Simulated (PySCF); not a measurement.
C3H8OSi, SMILES [C@H]1([SiH3])[C@H](C1)O. Geometry optimised at PBE-D3(BJ)/def2-SVP. The structure was generated by enumeration; whether it is a known compound was not checked. Other conformers were not sampled.

Computed equilibrium geometry at PBE-D3(BJ)/def2-SVP (PySCF confirms it by a frequency run) as bond lengths and angles (one conformer of several):
Atoms: O1 C2 C3 C4 Si5 H6 H7 H8 H9 H10 H11 H12 H13. Bond lengths (Å): O1–C2 1.401, O1–H6 0.975, C2–C3 1.507, C2–C4 1.506, C2–H7 1.109, C3–C4 1.529, C3–H8 1.102, C3–H9 1.103, C4–Si5 1.885, C4–H10 1.104, Si5–H11 1.508, Si5–H12 1.503, Si5–H13 1.504. Angles (°): C2–O1–H6 107.7, O1–C2–C3 120.0, O1–C2–C4 115.3, O1–C2–H7 115.1, C3–C2–C4 61.0, C3–C2–H7 117.5, C4–C2–H7 117.2, C2–C3–C4 59.5, C2–C3–H8 118.8, C2–C3–H9 117.0, C4–C3–H8 118.6, C4–C3–H9 117.3, H8–C3–H9 114.7, C2–C4–C3 59.5, C2–C4–Si5 118.7, C2–C4–H10 116.0, C3–C4–Si5 120.1, C3–C4–H10 116.2, Si5–C4–H10 115.1, C4–Si5–H11 108.7, C4–Si5–H12 111.1, C4–Si5–H13 111.7, H11–Si5–H12 108.0, H11–Si5–H13 107.8, H12–Si5–H13 109.4.
Charge 0, spin multiplicity 1.
